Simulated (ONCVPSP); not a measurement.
**Pseudopotential generation for F (Z = 9): ONCV, Wu-Cohen, scalar-relativistic.**

* Element: F
* Generator: ONCVPSP 4.0.1
* Type: optimised norm-conserving Vanderbilt (ONCV)
* Functional: Wu-Cohen
* Relativity: scalar-relativistic
* Frozen core: [He]
* Valence charge: 7
* Reference configuration: 2s1.75 2p5.25
* Partial waves: 2s: rc 0.75 bohr, ncon 5, nbas 9, qcut 10.1 1/bohr, 2 projectors, debl 4 Ha; 2p: rc 1.35 bohr, ncon 4, nbas 8, qcut 9.2 1/bohr, 3 projectors, debl 1.9 Ha; d scattering state at 0.08 Ha: rc 1.05 bohr, ncon 3, nbas 6, qcut 10.5 1/bohr, 2 projectors, debl 1.8 Ha
* Local potential: polynomial inside 0.65 bohr (lpopt 5, dvloc0 -1 Ha)
* Core correction: polynomial model core, fcfact 0.5

All-electron outer shells of the reference configuration (Wu-Cohen, scalar-relativistic, ld1.x):

| shell | level (eV) | outermost node (bohr) | outermost maximum (bohr) |
| --- | --- | --- | --- |
| 1s | -662.55 | – | 0.11 |
| 2s | -29.87 | 0.24 | 0.76 |
| 2p | -11.20 | – | 0.71 |

Question: Does the generator finish with these settings?

Answer: Yes, a potential is produced and its reference levels are reproduced.

Question: Estimate the cutoffs (Ha) at which the residual kinetic energy of the hardest occupied pseudo-wave falls to 1 and 0.1 mHa per electron.

Answer: 55 Ha and 302 Ha.

Question: Does the potential have ghost states?

Answer: No bound ghost flagged; no localised positive-energy state flagged.

Question: Which valence shell sets the plane-wave cutoff?

Answer: 2s: 55 Ha for 1 mHa per electron, against 34 Ha for 2p.

Question: Tests: 2s2 2p5; 2s2 2p4; 2s2 2p3; 2s1 2p6. Which has the largest error in its energy relative to the reference configuration, and how large is it?

Answer: 2s2 2p3, with +307 meV (all-electron minus pseudo) on +53.09 eV.
